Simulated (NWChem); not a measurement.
The numbers come from NWChem runs, not from measurements. System: I₂Sn, charge 0, spin multiplicity 1, at a geometry optimised with PBE0/def2-SVP with def2 effective core potentials on Sn, I. The structure started from a generated list of species. Level: TD-PBE/def2-SVP with def2 effective core potentials on Sn, I.

NWChem printed:

```
             Northwest Computational Chemistry Package (NWChem) 7.3.0
             --------------------------------------------------------

                                NWChem Input Module
                                -------------------

 Scaling coordinates for geometry "geometry" by  1.889725989
 (inverse scale =  0.529177249)

 Turning off AUTOSYM since
 SYMMETRY directive was detected!

                             Geometry "geometry" -> ""
                             -------------------------

 Output coordinates in angstroms (scale by  1.889725989 to convert to a.u.)

  No.       Tag          Charge          X              Y              Z
 ---- ---------------- ---------- -------------- -------------- --------------
    1 Sn                  50.0000     0.00000000     0.00000000    -1.18799700
    2 I                   53.0000    -2.11614000     0.00000000     0.56037600
    3 I                   53.0000     2.11614000     0.00000000     0.56037600

 Effective nuclear repulsion energy (a.u.)    1372.9573907043

            Nuclear Dipole moment (a.u.)
            ----------------------------
        X                 Y               Z
 ---------------- ---------------- ----------------
     0.0000000000     0.0000000000     0.0000113384

      Symmetry information
      --------------------

 Group name             C2v
 Group number             16
 Group order               4
 No. of unique centers     2

      Symmetry unique atoms

     1    2


 Summary of "ao basis" -> "" (spherical)
 ------------------------------------------------------------------------------
       Tag                 Description            Shells   Functions and Types
 ---------------- ------------------------------  ------  ---------------------
 *                          def2-svp                  on all atoms

 Summary of "ao basis" -> "ao basis" (spherical)
 ------------------------------------------------------------------------------
       Tag                 Description            Shells   Functions and Types
 ---------------- ------------------------------  ------  ---------------------
 Sn                         def2-svp                10       26   4s4p2d
 I                          def2-svp                10       26   4s4p2d

 Summary of "ao basis" -> "ao basis" (spherical)
 ------------------------------------------------------------------------------
       Tag                 Description            Shells   Functions and Types
[...]
     Magnetic Dipole                               0.0000000000
     Total Oscillator Strength                     0.0133818301

          sigma_e =   2.1788 Angstrom
          sigma_h =   2.4377 Angstrom
         |d_h->e| =   1.1084 Angstrom
            d_exc =   3.4706 Angstrom
            d_CD1 =   1.3673 Angstrom
            d_CD2 =  -1.1998 Angstrom
            d_CD3 =   4.5790 Angstrom
     Pearson C.C. =  -0.0120

     Occ.   31  b1  ---  Virt.   39  b1  -0.12121 X
     Occ.   32  a1  ---  Virt.   38  a1  -0.17127 X
     Occ.   33  b2  ---  Virt.   37  b2   0.96050 X
     Occ.   33  b2  ---  Virt.   37  b2  -0.07237 Y
     Occ.   35  a1  ---  Virt.   38  a1   0.17687 X
     Occ.   36  b1  ---  Virt.   39  b1  -0.07731 X
  ----------------------------------------------------------------------------
  Root   6 singlet a2             0.155920994 a.u.                4.2428 eV
  ----------------------------------------------------------------------------
     Transition Moments    X  0.00000   Y  0.00000   Z  0.00000
     Transition Moments   XX  0.00000  XY  1.75482  XZ  0.00000
     Transition Moments   YY -0.00000  YZ  0.00000  ZZ  0.00000
     Dipole Oscillator Strength                    0.0000000000
     Electric Quadrupole                           0.0000000622
     Magnetic Dipole                               0.0000029525
     Total Oscillator Strength                     0.0000030146

          sigma_e =   2.1149 Angstrom
          sigma_h =   2.4443 Angstrom
         |d_h->e| =   1.0979 Angstrom
            d_exc =   3.4286 Angstrom
            d_CD1 =   1.4272 Angstrom
            d_CD2 =  -1.1817 Angstrom
            d_CD3 =   4.5264 Angstrom
     Pearson C.C. =  -0.0099

     Occ.   31  b1  ---  Virt.   37  b2  -0.99814 X
  ----------------------------------------------------------------------------
  Root   7 singlet a1             0.162298172 a.u.                4.4164 eV
  ----------------------------------------------------------------------------
     Transition Moments    X -0.00000   Y -0.00000   Z  0.43619
     Transition Moments   XX  2.41852  XY  0.00000  XZ -0.00000
     Transition Moments   YY  0.07987  YZ -0.00000  ZZ -2.19405
     Dipole Oscillator Strength                    0.0205865556
     Electric Quadrupole                           0.0000001211
     Magnetic Dipole                               0.0000000000
     Total Oscillator Strength                     0.0205866767

          sigma_e =   2.4740 Angstrom
          sigma_h =   2.5576 Angstrom
         |d_h->e| =   1.1537 Angstrom
            d_exc =   3.8603 Angstrom
            d_CD1 =   1.2373 Angstrom
            d_CD2 =  -1.3620 Angstrom
            d_CD3 =   5.0140 Angstrom
     Pearson C.C. =  -0.0718

     Occ.   31  b1  ---  Virt.   39  b1  -0.07383 X
     Occ.   32  a1  ---  Virt.   38  a1  -0.20505 X
     Occ.   33  b2  ---  Virt.   37  b2   0.07737 X
     Occ.   35  a1  ---  Virt.   38  a1  -0.85638 X
     Occ.   36  b1  ---  Virt.   39  b1  -0.46161 X
  ----------------------------------------------------------------------------
  Root   8 singlet b1             0.162342694 a.u.                4.4176 eV
  ----------------------------------------------------------------------------
     Transition Moments    X  0.38307   Y -0.00000   Z  0.00000
     Transition Moments   XX  0.00000  XY  0.00000  XZ  0.87079
     Transition Moments   YY  0.00000  YZ  0.00000  ZZ -0.00000
     Dipole Oscillator Strength                    0.0158820417
     Electric Quadrupole                           0.0000000173
     Magnetic Dipole                               0.0000000000
     Total Oscillator Strength                     0.0158820589

          sigma_e =   2.4754 Angstrom
          sigma_h =   2.5743 Angstrom
         |d_h->e| =   1.2145 Angstrom
            d_exc =   3.7128 Angstrom
            d_CD1 =   1.3134 Angstrom
            d_CD2 =  -1.3104 Angstrom
            d_CD3 =   4.9273 Angstrom
     Pearson C.C. =   0.0349

     Occ.   31  b1  ---  Virt.   38  a1  -0.05290 X
     Occ.   34  a2  ---  Virt.   37  b2  -0.09430 X
     Occ.   35  a1  ---  Virt.   39  b1   0.40693 X
     Occ.   36  b1  ---  Virt.   38  a1  -0.90676 X

              Target root =      1
          Target symmetry = none
      Ground state energy =   -809.789285209884
        Excitation energy =      0.087820792206
     Excited state energy =   -809.701464417678

  stored tddft:energy   -809.70146441767793

 Task  times  cpu:       22.7s     wall:       22.7s

 Total times  cpu:       22.7s     wall:       22.7s
```

Task: Write an NWChem input that would produce this output.

Result: One answer among several that fit: 
```
start mol
memory heap 200 mb stack 900 mb global 1100 mb
geometry units angstroms nocenter noautoz
  Sn     0.000000     0.000000    -1.187997
  I     -2.116140     0.000000     0.560376
  I      2.116140     0.000000     0.560376
  symmetry group C2v
end
basis spherical
  * library def2-svp
end
ecp
  Sn library def2-ecp
  I library def2-ecp
end
dft
  xc xpbe96 cpbe96
  semidirect memsize 60000000 filesize 0
  iterations 100
end
tddft
  rpa
  nroots 8
  notriplet
  thresh 1e-4
end
task tddft energy
```
